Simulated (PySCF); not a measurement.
The third ionisation energy along group 13

All values are computed (PySCF 2.14, energy differences of UHF-based or UKS calculations, no spin-orbit coupling). Values in eV. The last column holds reference values (NIST; (s) semi-empirical, (t) theoretical, else measured). Unmarked ones compare directly (S terms, centres of terms, or small fine structure); those marked * lie between the lowest fine-structure levels and include a spin-orbit shift.

```json
{"element": "B (def2-TZVPPD, non-relativistic)", "configurations": "[He] 2s1 → 1s2", "MP2 (valence and next inner shell)": "37.827", "SCS-MP2 (valence and next inner shell)": "37.827", "CCSD (valence and next inner shell)": "37.830", "LDA": "37.881", "PBE0": "38.212", "r2SCAN": "37.841", "reference": "37.931"}
{"element": "Al (def2-TZVPPD, non-relativistic)", "configurations": "[Ne] 3s1 → [Ne]", "MP2 (valence and next inner shell)": "28.263", "SCS-MP2 (valence and next inner shell)": "28.213", "CCSD (valence and next inner shell)": "28.279", "LDA": "28.780", "PBE0": "28.648", "r2SCAN": "28.351", "reference": "28.448"}
{"element": "Ga (def2-TZVPPD, non-relativistic)", "configurations": "[Ar] 3d10 4s1 → [Ar] 3d10", "MP2 (valence and next inner shell)": "29.697", "SCS-MP2 (valence and next inner shell)": "29.600", "CCSD (valence and next inner shell)": "29.646", "LDA": "31.339", "PBE0": "30.657", "r2SCAN": "30.768", "reference": "30.726"}
{"element": "In (def2-TZVPPD with the def2 core potential (28 electrons), ECP)", "configurations": "[Kr] 4d10 5s1 → [Kr] 4d10", "MP2 (valence and next inner shell)": "27.815", "SCS-MP2 (valence and next inner shell)": "27.628", "CCSD (valence and next inner shell)": "27.736", "LDA": "29.091", "PBE0": "28.277", "r2SCAN": "28.378", "reference": "28.044"}
{"element": "Tl (def2-TZVPPD with the def2 core potential (60 electrons), ECP)", "configurations": "[Xe] 4f14 5d10 6s1 → [Xe] 4f14 5d10", "MP2 (valence and next inner shell)": "29.744", "SCS-MP2 (valence and next inner shell)": "29.514", "CCSD (valence and next inner shell)": "29.502", "LDA": "30.764", "PBE0": "29.951", "r2SCAN": "30.118", "reference": "29.852"}
```

```
                                method  elements  mean error (eV)  mean absolute error (eV)  largest error (eV)
    MP2 (valence and next inner shell)         5           -0.331                     0.331              -1.029
SCS-MP2 (valence and next inner shell)         5           -0.444                     0.444              -1.126
   CCSD (valence and next inner shell)         5           -0.401                     0.401              -1.080
                                   LDA         5            0.571                     0.591               1.046
                                  PBE0         5            0.149                     0.177               0.281
                                r2SCAN         5            0.091                     0.166               0.334
```

Errors include the incompleteness of the basis and the frozen core.

"Valence" correlates the outer s and p shells and, in groups 3 to 12 and the f block, the outer d or f shell, open or full, or the next shell where the ion has no valence electron left; the wider scheme adds the next inner shell.
